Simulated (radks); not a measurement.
Ionisation of the boron ion B+, [He] 2s2, to [He] 2s1 as the strength of local exchange is varied. All-electron calculation, non-relativistic Kohn-Sham, Slater X-alpha exchange (alpha = 2/3 is LDA exchange), no correlation, spin-polarised, spherical densities, point nucleus. Program: a radial shooting solver on a logarithmic mesh with Libxc functionals.

alpha = 0.584: E(B+) (hartree) -23.41544; exchange (hartree) -2.60505; IE (eV) 22.065; -e of the level emptied (eV) 17.227 (2s); <r> of it (bohr) 1.838
alpha = 0.649: E(B+) (hartree) -23.70649; exchange (hartree) -2.91695; IE (eV) 22.686; -e of the level emptied (eV) 17.950 (2s); <r> of it (bohr) 1.813
alpha = 0.655: E(B+) (hartree) -23.73346; exchange (hartree) -2.94596; IE (eV) 22.744; -e of the level emptied (eV) 18.018 (2s); <r> of it (bohr) 1.811
alpha = 0.667: E(B+) (hartree) -23.78747; exchange (hartree) -3.00410; IE (eV) 22.859; -e of the level emptied (eV) 18.153 (2s); <r> of it (bohr) 1.806
alpha = 0.688: E(B+) (hartree) -23.88217; exchange (hartree) -3.10620; IE (eV) 23.063; -e of the level emptied (eV) 18.391 (2s); <r> of it (bohr) 1.799
alpha = 0.732: E(B+) (hartree) -24.08132; exchange (hartree) -3.32160; IE (eV) 23.493; -e of the level emptied (eV) 18.895 (2s); <r> of it (bohr) 1.783
alpha = 0.881: E(B+) (hartree) -24.76322; exchange (hartree) -4.06598; IE (eV) 24.981; -e of the level emptied (eV) 20.649 (2s); <r> of it (bohr) 1.731
alpha = 0.934: E(B+) (hartree) -25.00855; exchange (hartree) -4.33631; IE (eV) 25.522; -e of the level emptied (eV) 21.290 (2s); <r> of it (bohr) 1.713

NIST Atomic Spectra Database: 25.155 eV (measured). The Delta-SCF value meets it near alpha = 0.90.
